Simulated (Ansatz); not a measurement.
Calculated with Ansatz (gas phase, PBE0-D4/def2-TZVP geometries, no zero-point term in ΔE). CBS: MP2 limit from def2 TZ/QZ plus the TZ coupled-cluster correction, frozen cores. Functionals use def2-TZVPP. def2 core potentials past Kr. For In outer-core shells are correlated without core-valence functions, which leaves a few kJ/mol of doubt a bond. One conformer a species, not always the lowest.

Consider the formal exchange of groups at the Si–C bond: `B[SiH2][CH2][InH2]` + `OCF` → `B[SiH2]C(O)F` + `[CH3][InH2]`.

`B[SiH2][CH2][InH2]`:

Cartesian coordinates in Å:
```
B 0.838 1.359 -0.976
Si -0.748 0.133 -1.097
C -0.610 -1.264 0.130
In 0.511 -0.472 1.809
H 1.413 1.479 0.082
H 1.247 2.064 -1.850
H -1.843 1.065 -0.666
H -1.063 -0.291 -2.493
H -0.051 -2.103 -0.291
H -1.596 -1.619 0.436
H 2.142 -0.997 2.029
H -0.240 0.645 2.887
```

`OCF`:

Z-matrix (Å, degrees):
```
C
F 1 1.381
O 1 1.370 2 111.1
H 1 1.091 2 107.8 3 -117.4
H 1 1.096 2 106.3 3 123.2
H 3 0.962 1 109.3 2 70.7
```

`B[SiH2]C(O)F`:

Cartesian coordinates in Å:
```
B -0.882 -1.177 1.386
Si -0.082 -0.861 -0.428
C 0.371 0.979 -0.709
O 1.258 1.361 0.276
F -0.796 1.744 -0.619
H -0.993 -2.290 1.807
H -1.291 -0.279 2.058
H 1.142 -1.673 -0.678
H -1.094 -1.229 -1.462
H 0.767 1.185 -1.713
H 1.599 2.241 0.082
```

`[CH3][InH2]`:

```xyz
7

C     0.956    0.236   -0.223
In   -1.082   -0.285    0.240
H     1.197    0.023   -1.265
H     1.101    1.305   -0.048
H     1.648   -0.302    0.426
H    -2.247   -0.507   -1.020
H    -1.573   -0.470    1.890
```

```json
{"level": "r2SCAN-D4", "ΔE (kJ/mol)": "36.9"}
{"level": "CCSD(T)/def2-TZVPP", "ΔE (kJ/mol)": "40.0"}
```

Task: What does CCSD(T)/CBS give? (An estimate is asked.)

Result: Computed: +44.0 kJ/mol. The listed levels differ from it by -7.1, -4.0 kJ/mol.

Largest T1 diagnostic among the species: 0.013.

The D4 term adds +5.6 kJ/mol with B3LYP and +3.0 kJ/mol with PBE0; it sums over pairs of atoms, weighted by their polarisabilities, and B3LYP, whose exchange is more repulsive, gets the larger term. In def2-TZVPP, CCSD(T) changes the Hartree–Fock value by +11.1 kJ/mol (the triples alone add +1.8 kJ/mol) and MP2 by +15.4 kJ/mol. From PBE to PBE0 (25 % exact exchange), in def2-TZVPP and without D4, ΔE moves by +4.2 kJ/mol.

B3LYP here is the variant with VWN-RPA as its local correlation; programs differ in this.
